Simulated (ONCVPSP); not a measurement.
**Rh, ONCV: configuration errors across variants**

| Item | Value |
| --- | --- |
| Element | rhodium |
| Generator | ONCVPSP 4.0.1 |
| Type | optimised norm-conserving Vanderbilt (ONCV) |
| Functional | LDA (Perdew-Zunger) |
| Relativity | non-relativistic |
| Frozen core | [Kr] |
| Valence charge | 9 |
| Reference configuration | 4d7 (charge +2) |
| Partial waves | s scattering state at 0.17 Ha: rc 1.85 bohr, ncon 4, nbas 9, qcut 3.4 1/bohr, 1 projector; p scattering state at 0.1 Ha: rc 1.95 bohr, ncon 3, nbas 7, qcut 4.2 1/bohr, 2 projectors, debl 2.1 Ha; 4d: rc 1.90 bohr, ncon 4, nbas 9, qcut 8.1 1/bohr, 2 projectors, debl 0.6 Ha |
| Local potential | polynomial inside 1.40 bohr (lpopt 5, dvloc0 3 Ha) |
| Core correction | Teter function, fcfact 3.25, rcfact 1.6 |

In the s channel the program set the typed energies aside and used 0.050 Ha. In the p channel the program set the typed energies aside and used 0.050, 2.150 Ha. In the d channel the program set the typed energies aside and used -0.967, 0.250 Ha.

All-electron excitation energies from the reference (eV): (1) 4d8 5s1 -27.315; (2) 4d8 -20.035; (3) 4d6 33.144; (4) 4d7 5s2 -24.071.

3 further variants failed, have other tests or too few solved ones, and are left out.

A true bound ghost makes a file unfit for plane-wave use even where its test errors are small: the radial tests pick states by their node count and pass the ghost by.

Errors AE − PS in meV (a dash: test not solved or not reliable):

| change | (1) | (2) | (3) | (4) | bound ghosts | GHOST(+) flags above zero |
| --- | --- | --- | --- | --- | --- | --- |
| base | +47 | -87 | -150 | +222 | p | none |
| p: nbas 8 | +47 | -87 | -150 | +222 | p | none |
| local potential polynomial inside 1.30 bohr (lpopt 1, dvloc0 0 Ha) | +107 | -87 | -150 | +329 | p | none |
| s: qcut 3.1 | +47 | -87 | -150 | +223 | p | none |
| local potential polynomial inside 1.40 bohr (lpopt 5, dvloc0 -0.5 Ha) | +140 | -87 | -150 | +392 | s, p | p |
| core correction Teter function, fcfact 6.8, rcfact 1.6 | -34 | -122 | -198 | +141 | p | none |
| core correction Teter function, fcfact 3.25, rcfact 2.02 | -384 | -191 | -241 | -343 | p | none |

Question: Give the same row for: core correction Teter function, fcfact 6, rcfact 1.55.

Answer: +22, -103, -175, +203; bound ghosts: p; GHOST(+) flags above zero: none.
